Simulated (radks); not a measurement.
Initial-state core-level shifts of neutral rhodium when its valence configuration changes from [Kr] 4d8 5s1. All-electron calculation, scalar-relativistic Kohn-Sham, PBE, spin-polarised, spherical densities, finite nucleus; open shells are filled with parallel spins first (spin-orbit coupling, left out, can overturn this in heavy ions); Fermi nuclear charge, rms radius 4.4945 fm. Program: a radial shooting solver on a logarithmic mesh with Libxc functionals. Shifts are changes of the shell-averaged eigenvalues in eV (positive: less bound); the change of the density at the nucleus, which sets a Mossbauer isomer shift, is in e/bohr^3, on a base of 1.238e+05.

valence               1s       2p       3s      4p  density at nucleus
4d8 5p1           -1.673   -1.615   -1.639  -1.715              -15.08
4d7 5s2           -3.738   -3.940   -3.898  -3.462              +20.06
4d7 5s1 5p1       -5.075   -5.252   -5.227  -4.801               +5.77
4d8 5s0.5 5p0.5   -0.878   -0.849   -0.860  -0.900               -7.27
4d6 5s1 5p2      -10.356  -10.793  -10.691  -9.552              +12.62
4d7.5 5s1.5       -1.811   -1.905   -1.889  -1.695               +9.39
4d9               +2.937   +3.098   +3.088  +2.819              -16.17
4d6.5 5s1.5 5p1   -7.161   -7.464   -7.398  -6.660              +17.34
4d7 5p2           -6.499   -6.633   -6.629  -6.239              -12.77
